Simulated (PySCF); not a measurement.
Conformational energy of SMILES [GeH3]/[CH]=C\c1cccs1, singlet. Scanned: dihedral C2–C3–C4–S8; all other coordinates were relaxed at GFN2-xTB. Points at φ and −φ are mirror images. Heavy atoms are numbered in the order of the SMILES [GeH3]/[CH]=C\c1cccs1, hydrogens after them in the order of the atoms that carry them; the mirror image has the same energies with the sign of each dihedral reversed.

- RHF/3-21G = restricted Hartree-Fock/3-21G, density fitting // GFN2-xTB in PySCF
- RKS-B3LYP/6-31G* = PySCF with restricted B3LYP/6-31G*, spherical d, density fitting // GFN2-xTB
- RKS-LDA (SVWN5)/6-31G* = restricted LDA (SVWN5)/6-31G*, spherical d, density fitting // GFN2-xTB run with PySCF

Energies in kcal/mol, each method relative to its own lowest point.

```csv
φ / °,RHF/3-21G,RKS-B3LYP/6-31G*,RKS-LDA (SVWN5)/6-31G*
-150,0.0,0.2,1.5
-120,0.4,2.2,4.0
-90,1.3,4.5,6.8
-60,1.9,3.7,4.7
-30,1.8,1.8,1.4
0,1.4,0.9,0.0
30,1.8,1.8,1.4
60,1.9,3.7,4.7
90,1.3,4.5,6.8
120,0.4,2.2,4.0
150,0.0,0.2,1.5
180,0.8,0.0,1.1
```
